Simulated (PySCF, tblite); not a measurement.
Species: CH10N3Si4 (charge -1).
Structure used (GFN2-xTB), in Å, numbered top down from 1:
```xyz
18
CH10N3Si4 angstrom
N     -4.2241    0.9470    1.7942
C     -3.1213    0.9763    1.4774
Si    -1.3059    1.1088    1.0195
N     -1.0051    0.0646   -0.2878
Si    -1.6600   -1.5099   -0.4582
Si     0.5995    0.3692   -1.0728
N      1.7637   -0.0429    0.0283
Si     3.4363   -0.1675   -0.0180
H     -0.6245    0.8777    2.3032
H     -1.1701    2.5151    0.6111
H     -3.0247   -1.4962    0.0937
H     -1.7512   -1.8369   -1.8876
H     -0.9114   -2.5803    0.2162
H      0.4385   -0.3518   -2.3621
H      0.4405    1.7950   -1.4770
H      3.9103   -0.5268    1.3391
H      4.0093   -1.1962   -0.9325
H      4.1914    1.0613   -0.3984
```

Jobs on this species (18 atoms, 94 electrons) with PySCF (density fitting) and tblite. Hardware of each: Arm Neoverse V2, one thread, on a shared host. Other jobs ran on the host; a repeat could differ by tens of per cent or more.

```
level and settings                                                                        work  basis functions  SCF cycles  wall time
     PBE0/pcSseg-1  shieldings, charges and field gradients, density and orbital grids written              214           ?          ?
          GFN2-xTB                                                           L-BFGS relaxation                –           –      2.1 s
          GFN2-xTB                                               Hessian by finite differences                –           –     0.87 s
```

Q: Fill in the missing figures.

A: 
- PBE0/pcSseg-1; shieldings, charges and field gradients, density and orbital grids written: 50 s, 15 SCF cycles

Q: What do all jobs in the table cost together?

A: About 53 s; the longest takes about 94 % of that, and about 57 times as long as the shortest.
